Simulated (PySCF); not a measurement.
## A small calculation by hand: chemical shift, span and skew from a shielding tensor

AlFH2OSe, SMILES [OH][Al]([F])[SeH]. Atoms are numbered in the order given.

```xyz
6

Al    -0.0299    -0.9806     0.0000
F     -1.4909    -1.7766     0.0000
O      1.4339    -1.8287     0.0000
H      1.5407    -2.7843     0.0000
Se    -0.0195     1.3186     0.0000
H      1.4577     1.3190     0.0000
```

Coordinates come from a B3LYP-D3(BJ)/def2-SVP optimisation. Other conformers were not sampled.

GIAO shieldings from PySCF with HF/pcSseg-1, non-relativistic, no solvent. The symmetric part of the tensor of Se5 has the principal values 2218.2, 2323.8, 2822.1 ppm. The same nucleus in Me2Se has σ = 1942.8 ppm at this level (PySCF, at its B3LYP-D3(BJ)/def2-TZVP geometry).

Question: Work out the isotropic shielding, the ⁷⁷Se shift against Me2Se, the span and the skew.

Answer: 
σ(iso) = (σ11 + σ22 + σ33)/3 = 2454.7 ppm. δ = σ(ref) − σ(iso) = 1942.8 − (2454.7) = -511.9 ppm.
Span Ω = σ33 − σ11 = 603.9 ppm. Skew κ = 3(σ(iso) − σ22)/Ω = 0.65. Tumbling in solution averages the tensor to δ; in a static solid the shielding alone would spread this spin-1/2 line over Ω.
